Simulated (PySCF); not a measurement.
Telling isomers of C5H5F3O2 apart by NMR

[PySCF 2.14.0 with density-fitted response routines: coordinates at the GFN2-xTB level; shielding tensors at PBE0/pcSseg-1 (GIAO); gas phase; rapidly exchanging positions averaged; one conformer; non-relativistic]

Chemical shifts δ = σref − σ; TMS for ¹H and ¹³C, all at this level. Splittings of carbon signals by F and P are missing where no couplings were computed. Where no couplings were computed, multiplicities follow the n + 1 count of equivalent neighbours, and m marks all less simple cases (inequivalent or close neighbours, rings, F or P nearby). Shifts are as computed. Against solution values, carbons near 30 ppm lie about +3 ppm off and those near 130 ppm about +5 ppm. Of 1211 compounds with measured shifts, 218 miss one by over three times the rms of a fit or turn the order of signals round; such compounds aren't used in these exercises. OH and NH positions are gas-phase values without hydrogen bonding to other molecules.

(1) Tabulate the signals of `O[C@@]12C[C@@H]1[C@H]2OC(F)(F)F`, `COC(=O)/C=C/C(F)(F)F`, `FC(F)(F)O[C@@H]1C=CCO1` and their relative energies.

(2) What is the quickest way to tell COC(=O)/C=C/C(F)(F)F from FC(F)(F)O[C@@H]1C=CCO1?

(3) What is the quickest way to tell O[C@@]12C[C@@H]1[C@H]2OC(F)(F)F from COC(=O)/C=C/C(F)(F)F?

(4) What is the quickest way to tell O[C@@]12C[C@@H]1[C@H]2OC(F)(F)F from FC(F)(F)O[C@@H]1C=CCO1?

Answers

(1) 
| SMILES | carbon types | δC | δH | E rel. (kcal/mol) |
| --- | --- | --- | --- | --- |
| O[C@@]12C[C@@H]1[C@H]2OC(F)(F)F | 2×C 2×CH 1×CH2 | 131.1, 70.8, 57.0, 22.3, 10.3 | 3.16 (m, 1H), 2.26 (m, 1H), 1.94 (m, 1H), 1.82 (br s, 1H), 0.48 (m, 1H) | 49.1 |
| COC(=O)/C=C/C(F)(F)F | 2×C 2×CH 1×CH3 | 171.6, 142.4, 136.6, 131.8, 54.7 | 7.10 (m, 1H), 6.62 (m, 1H), 4.04 (s, 3H) | 0.0 |
| FC(F)(F)O[C@@H]1C=CCO1 | 1×C 3×CH 1×CH2 | 143.5, 133.3, 130.3, 112.2, 81.0 | 6.72 (m, 1H), 6.58 (m, 1H), 6.13 (m, 1H), 5.20 (m, 1H), 5.03 (m, 1H) | 10.7 |

Energies are electronic energies at PBE0/pcSseg-1 on these geometries, without zero-point or thermal terms, each for the one conformer computed, which needn't be the lowest.

(2) Both give the same number of carbon signals, but DEPT or the intensities differ. The first has a methyl carbon bonded to O (CH3) at 54.7 ppm, the second an allylic sp3 CH2 bonded to O at 81.0 ppm. Their most deshielded carbons lie at 171.6 and 143.5 ppm.

(3) Both give the same number of carbon signals, but DEPT or the intensities differ. The first has a three-membered-ring carbon (CH) at 70.8 ppm, the second a β carbon of a C=C–C=O unit (CH) at 142.4 ppm. Their most deshielded carbons lie at 131.1 and 171.6 ppm. In the proton spectra the most deshielded non-exchanging signals are 3.16 (m, 1H) and 7.10 (m, 1H).

(4) Both give the same number of carbon signals, but DEPT or the intensities differ. The first has a three-membered-ring carbon (C) at 57.0 ppm, the second an alkene CH at 143.5 ppm. Their most deshielded carbons lie at 131.1 and 143.5 ppm. In the proton spectra the most deshielded non-exchanging signals are 3.16 (m, 1H) and 6.72 (m, 1H).
